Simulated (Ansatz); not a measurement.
Basis sets compared for C10H10Cl4N2Sn (relaxed from a model of cis-Sn(py)2Cl4, whose bonding it doesn't keep). The state is a singlet with charge 0. Geometry PBE-D4/def2-SVP. Ansatz on 2 threads of AMD EPYC 7R13 on a shared host and a share (18 GiB) of an NVIDIA H100 80GB HBM3; times are rough, and most runs start from earlier orbitals.

```csv
atom,x (Å),y (Å),z (Å)
Sn1,0.656,-2.213,0.041
N2,-1.307,-0.914,0.388
C3,-1.735,-0.014,-0.517
C4,-2.910,0.721,-0.321
C5,-3.662,0.493,0.841
C6,-3.213,-0.461,1.766
C7,-2.022,-1.148,1.505
H8,-1.123,0.079,-1.428
H9,-3.229,1.452,-1.078
H10,-4.594,1.050,1.021
H11,-3.775,-0.679,2.685
H12,-1.607,-1.901,2.193
Cl13,2.836,-3.119,-0.394
N14,1.594,-0.065,-0.372
C15,1.461,0.950,0.502
C16,2.052,2.198,0.272
C17,2.812,2.380,-0.892
C18,2.957,1.308,-1.785
C19,2.327,0.093,-1.491
H20,0.892,0.723,1.417
H21,1.920,3.007,1.004
H22,3.294,3.348,-1.099
H23,3.551,1.402,-2.705
H24,2.390,-0.785,-2.152
Cl25,-0.677,-4.149,0.530
Cl26,0.034,-2.077,-2.326
Cl27,1.076,-1.678,2.396
```

In the def2 sets Sn takes a core potential; there is no spin–orbit coupling. Single mean-field runs in def2-TZVP are fitted with def2-universal-jkfit.

Binding counts from free atoms (Sn triplet, N quartet, C triplet, H doublet, Cl doublet) in the same basis, without a counterpoise term.

```tsv
level	functions	energy (Eh)	HOMO (eV)	LUMO (eV)	binding per atom (eV)	wall time
PBE-D4/def2-SVP	316	-2549.6202	-6.11	-2.95	4.79	8.5 s
PBE0-D4/def2-SVP	316	-2549.8161	-7.60	-2.10	4.68	13 s
```

(1) Estimate the rows for PBE-D4/def2-TZVP, PBE0-D4/def2-TZVP.

Results:

(1) 
| level | functions | energy (Eh) | HOMO (eV) | LUMO (eV) | binding per atom (eV) | wall time |
| --- | --- | --- | --- | --- | --- | --- |
| PBE-D4/def2-TZVP | 630 | -2550.7907 | -6.43 | -3.06 | 4.72 | 14 s |
| PBE0-D4/def2-TZVP | 630 | -2550.9726 | -7.85 | -2.21 | 4.61 | 14 s |
